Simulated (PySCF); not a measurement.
# How methods differ on the ionisation energy of Sr

Sr [Kr] 5s2 (1S) → Sr⁺ [Kr] 5s1 (2S), as a difference of total energies. Computed with PySCF 2.14 in def2-TZVPPD with the def2 core potential (28 electrons) (6s4p3d1f, 40 functions), with scalar relativity through the core potential. Correlated levels: valence: 4s2 4p6 frozen. The calculations carry no spin-orbit coupling.

```
           method  ionisation energy (eV)  error (eV)
              UHF                   4.744      -0.951
    MP2 (valence)                   5.217      -0.478
SCS-MP2 (valence)                   5.312      -0.383
   CCSD (valence)                   5.443      -0.252
```

Reference: 5.695 eV (measured; NIST Atomic Spectra Database, ionization energies).

Errors of the correlated levels include the incompleteness of this basis and the frozen core.

With two correlated electrons CCSD is exact in that space.
